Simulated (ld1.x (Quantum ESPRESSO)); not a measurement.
**Transferability test, TM potential for indium (In)**

In, norm-conserving Troullier–Martins (Kleinman–Bylander form), made with ld1.x (Quantum ESPRESSO) 7.5 (BLYP, scalar-relativistic). Core [Kr], reference 4d10 5s2 5p0.5 (charge +0.5). Waves: 5p (bound): rc 1.90 bohr; 4d (bound): rc 0.95 bohr; 5s (bound): rc 1.85 bohr. Local part: the s channel. Core correction: Bessel-smoothed model core inside 0.80 bohr.

Energies are relative to the spin-unpolarised reference configuration 4d10 5s2 5p0.5; without spin polarisation the order of configurations can differ from experiment.

```csv
valence configuration,charge,ΔE all-electron (eV),error AE − PS (meV)
4d10 5s2 5p1,0,-1.923,+0.5
4d10 5s1 5p0,+2,22.757,-11
4d10 5s1 5p1,+1,10.017,-3.2
4d9 5s2 5p2,0,16.252,-257
4d10 5s2 5p1.3,-0.3,-2.435,+0.7
```

**Question.** What are ΔE and the potential's error for 4d10 5s0 5p0?

**Answer.** ΔE = 51.293 eV all-electron; the error (AE − PS) is -53 meV.

**Question.** What are ΔE and the potential's error for 4d10 5s2 5p0?

**Answer.** ΔE = 3.434 eV all-electron; the error (AE − PS) is -0.9 meV.

Levels in the configuration 4d10 5s2 5p1.3:

| level | all-electron (eV) | pseudo (eV) |
| --- | --- | --- |
| 4d | -16.627 | -16.641 |
| 5s | -6.481 | -6.482 |
| 5p | -0.988 | -0.988 |
